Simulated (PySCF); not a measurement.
FH6NSi2, SMILES N[SiH2][SiH2]F.

Geometry optimised at PBE-D3(BJ)/def2-SVP. This is a generated structure with no PubChem entry under its InChIKey; it may be hypothetical. One conformer was computed; it need not be the lowest.

Calculation: PBE/def2-TZVP (PySCF).

The molecule is in vacuum.

| Item | Value |
|---|---|
| total energy | -736.88109 hartree |
| highest occupied level | -5.94 eV |
| lowest empty level | -1.55 eV |
| orbital gap | 4.39 eV |
| dipole moment | 1.26 D |
| quadrupole, principal values (traceless, Buckingham form, about the centre of nuclear charge) | -9.22, 2.55, 6.67 D·Å |
| mean static polarisability | 66.3 bohr³ (9.83 Å³) |
| polarisability, principal values | 57.2, 61.9, 79.9 bohr³ |
